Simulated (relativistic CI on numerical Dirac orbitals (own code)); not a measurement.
**How the errors of a small relativistic CI change along the 50-electron sequence**

Levels calculated with a relativistic CI code on KLI orbitals, against measured ones, in five cumulative steps: (1) Dirac-Coulomb, each configuration alone; (2) with Breit and QED terms; (3) with configuration mixing; (4) with scaled Slater integrals; (5) with a P86 correlation estimate. Each ion has its own short list of configurations; levels above 2,000 cm⁻¹ that pair in every step are counted, and ions without enough such levels are left out. The scale is 0.85 up to charge 4 and 0.9 beyond; P86 is a density functional added for each configuration.

Median relative error (%):

```
   Ion   Ground  Levels  (1)  (2)  (3)  (4)  (5)
  Sn I  5s2 5p2      20  6.3  6.4  1.3  3.6  6.1
 Sb II  5s2 5p2      17  3.5  3.6  3.0  1.8  5.4
Te III  5s2 5p2      48  2.4  2.5  2.0  0.6  3.7
  Xe V  5s2 5p2      33  2.0  1.7  3.8  2.6  4.4
 Cs VI  5s2 5p2      18  2.0  1.6  2.9  2.4  3.1
Ba VII  5s2 5p2      17  1.8  1.5  2.9  2.4  3.2
```

Mean absolute error (cm⁻¹):

```tsv
Ion	(1)	(2)	(3)	(4)	(5)
Sn I	2972	3019	1028	1470	2612
Sb II	3032	3024	2179	936	2930
Te III	3640	3752	3484	1438	5431
Xe V	3898	3702	7828	5628	7415
Cs VI	3337	3240	5563	4398	5822
Ba VII	2915	2747	5727	4622	6046
```

In step (3), fully ab initio, the relative error is 1.3 % for Sn I and 2.9 % for Ba VII, while the absolute error goes from 1028 to 5727 cm⁻¹. The usual fall of relative errors with the charge does not show here. The sets of levels differ from ion to ion, which blurs the trend. Mixing (step 3) lowers the mean absolute error for 3 of the 6 ions and scaling (step 4) for 5. The P86 step changes the mean absolute error by a factor of 1.8 for the first ion and 1.3 for the last.

Sources of the measured levels: Sn I, NIST Handbook of Basic Atomic Spectroscopic Data (Sansonetti and Martin, J. Phys. Chem. Ref. Data 34, 1559 (2005)); Sb II, NIST Handbook of Basic Atomic Spectroscopic Data (Sansonetti and Martin, J. Phys. Chem. Ref. Data 34, 1559 (2005)); Te III, measured levels as listed in Zhang, Palmeri, Quinet and Biemont, Astron. Astrophys. 551, A136 (2013); Xe V, Saloman, J. Phys. Chem. Ref. Data 33, 765 (2004); Cs VI, Sansonetti, J. Phys. Chem. Ref. Data 38, 761 (2009); Ba VII, Sansonetti and Curry, J. Phys. Chem. Ref. Data 39, 043103 (2010).
